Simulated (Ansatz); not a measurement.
Cost and result for the atomization energy of C$_{2}$H$_{7}$BrO$_{2}$Si, SMILES `CO[SiH](Br)OC` (13 atoms, 12 bonds).

Z-matrix (Å, degrees):
```
C
O 1 1.414
H 1 1.095 2 111.3
H 1 1.090 2 107.8 3 -119.0
H 1 1.093 2 111.0 3 121.6
Si 2 1.618 1 124.3 3 -60.2
O 6 1.625 2 108.7 1 -53.2
Br 6 2.210 2 107.0 1 -173.1
H 6 1.480 2 112.7 1 69.1
C 7 1.411 6 125.0 2 -179.7
H 10 1.094 7 110.8 6 68.7
H 10 1.095 7 111.5 6 -52.7
H 10 1.090 7 108.0 6 -172.0
```

Total charge 0; spin multiplicity 1. Correlated methods include outer-core shells of Br, which these sets cover unevenly. Scalar relativity is left out up to krypton. All single points use the PBE0-D4/def2-TZVP geometry. It is one conformer, not always the lowest. Program: Ansatz. All runs use 2 threads of an AMD EPYC 7R13 on a shared host and a share of an NVIDIA H100 80 GB. Times are those of one run each, without the atoms' runs, and a repeat can differ threefold. Electronic energies, without spin–orbit coupling; frozen cores. CCSD(T)/CBS adds CCSD(T) − MP2 in def2-TZVPP to the MP2 limit, and its time is that of the two runs behind it. T1 = 0.010. With those shells the extrapolation isn't a true limit. B3LYP takes the VWN-RPA correlation (the form of Gaussian; ORCA's B3LYP/G).

CCSD(T)/CBS is a level of theory with its own doubt, some kJ/mol a heavy atom from the limit and from the frozen cores, so smaller differences don't rank the functionals.

```tsv
level	functions	wall time	atomization (kJ/mol)	difference from CCSD(T)/CBS	per bond
PBE-D4/def2-TZVPP (with forces)	312	9.5 s	4979.0	48.6	4.1
PBE0-D4/def2-TZVPP	312	9.6 s	4896.1	-34.3	-2.9
r2SCAN-D4/def2-TZVPP (with forces)	312	10 s	4924.3	-6.1	-0.5
B2PLYP/def2-TZVPP	312	11 s	4854.0	-76.4	-6.4
B3LYP-D4/def2-TZVPP (with forces)	312	11 s	4896.9	-33.5	-2.8
MP2/def2-QZVPP	597	11 s	4969.4	39.0	3.2
ωB97X-V/def2-TZVPP	312	14 s	4923.2	-7.2	-0.6
ωB97M-V/def2-TZVPP (with forces)	312	15 s	4920.9	-9.5	-0.8
CCSD(T)/def2-TZVPP	312	15 s	4791.2	-139.2	-11.6
CCSD(T)/CBS(def2)	–	26 s	4930.4	0.0	0.0
```

In def2-TZVPP, CCSD(T) changes the Hartree–Fock value by +1200.7 kJ/mol (the triples alone add +69.5 kJ/mol) and MP2 by +1296.0 kJ/mol; breaking electron pairs costs correlation energy, which Hartree–Fock lacks. From PBE to PBE0 (25 % exact exchange), in def2-TZVPP and without D4, the atomization energy moves by −78.6 kJ/mol: exact exchange takes away binding that semilocal exchange gives to molecules. The D4 term adds +48.0 kJ/mol with B3LYP and +25.5 kJ/mol with PBE0; it sums over pairs of atoms, weighted by their polarisabilities, and B3LYP, whose exchange is more repulsive, gets the larger term.
